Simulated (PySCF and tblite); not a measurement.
Results of a calculation; reference values are marked as such.
C₇H₈OS₂, numbered as in [CH3:1][S@:2](=[O:3])[c:4]1[cH:5][cH:6][cH:7][c:8]([SH:9])[cH:10]1.

Geometries GFN2-xTB; weights from PBE0-D3(BJ)/pcSseg-1 energies and GFN2-xTB thermal corrections, with symmetry numbers and mirror pairs. Conformers within 3 kcal/mol (GFN2-xTB free energy) were kept, 5 at most. Codes: tblite and PySCF.

Rotational constants are equilibrium values for the commonest isotopes; dipoles come from the energy level named.

Torsions listed: O3–S2–C4–C5, C7–C8–S9–H9.

```tsv
conformer	shape	symmetry
1	174°, -178°	C1
2	171°, -1°	C1
3	-5°, 1°	C1
4	-8°, 179°	C1
```

Give the rotational constants and dipole components, as needed to look for these species in a jet-cooled rotational spectrum.


| conformer | A (MHz) | B (MHz) | C (MHz) | abs μa (D) | abs μb (D) | abs μc (D) | κ | Ic−Ia−Ib (u Å²) |
| --- | --- | --- | --- | --- | --- | --- | --- | --- |
| 1 | 1770 | 611 | 492 | 0.22 | 2.88 | 1.47 | -0.81 | -85.7 |
| 2 | 1764 | 611 | 493 | 1.10 | 4.22 | 1.68 | -0.82 | -89.9 |
| 3 | 2045 | 561 | 474 | 2.87 | 0.52 | 1.75 | -0.89 | -81.3 |
| 4 | 2059 | 558 | 474 | 1.82 | 1.98 | 1.52 | -0.89 | -85.6 |

Which type of transition is strongest for conformer 1?

b-type, since that component is clearly the largest; the top is near-prolate.

The minima are those of GFN2-xTB; planar forms about aryl–S or allylic bonds may be saddles in DFT.


Conformer gaps in pcSseg-1 on xTB geometries can be 2 kcal/mol off for S=O, P=O and other polar bonds.